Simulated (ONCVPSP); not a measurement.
## PBEsol ONCV dataset for Tc (Z = 43), scalar-relativistic all-electron reference.

ONCVPSP 4.0.1 input, shortened (lines: element, Z, core and valence counts, functional; n l f; lmax; l rc ep ncon nbas qcut; lloc lpopt rc5 dvloc0; l nproj debl; icmod fcfact rcfact), PBEsol, scalar-relativistic:

```
  Tc 43.00    6    4  -116133      upf
    1    0    2.00
    2    0    2.00
    2    1    6.00
    3    0    2.00
    3    1    6.00
    3    2   10.00
    4    0    2.00
    4    1    6.00
    4    2    5.00
    5    0    1.00
    2
    0    1.40    0.00    3    8    8.90
    1    1.60    0.00    4    7    6.80
    2    2.00    0.00    4    9    7.20
    4    1    1.25    1.00
    0    3    2.40
    1    1    1.00
    2    2    2.20
    1    0.30    0.00
```

All-electron outer shells of the reference configuration (PBEsol, scalar-relativistic, ld1.x):

| shell | level (eV) | outermost node (bohr) | outermost maximum (bohr) |
| --- | --- | --- | --- |
| 3d | -257.42 | – | 0.31 |
| 4s | -80.89 | 0.50 | 0.95 |
| 4p | -52.89 | 0.51 | 1.03 |
| 4d | -14.12 | 0.50 | 1.27 |
| 5s | -11.43 | 1.27 | 2.62 |

What the tests gave:

| Item | Value |
| --- | --- |
| Cutoffs needed | 28 Ha and 32 Ha (the cutoffs (Ha) at which the residual kinetic energy of the hardest occupied pseudo-wave falls to 1 and 0.1 mHa per electron) |
| Ghost test | no bound ghost flagged; GHOST(+) flagged for s at 563.4 eV |
| Largest excitation error | +42 meV (all-electron minus pseudo) for 4s2 4p6 4d3 5s0, out of 4 test configurations |
| rms error of d²Exc/dni dnj | 2.52 mHa without and 0.36 mHa with the model core |

Generation and tests took about 5.3 s on one core of a shared server CPU.
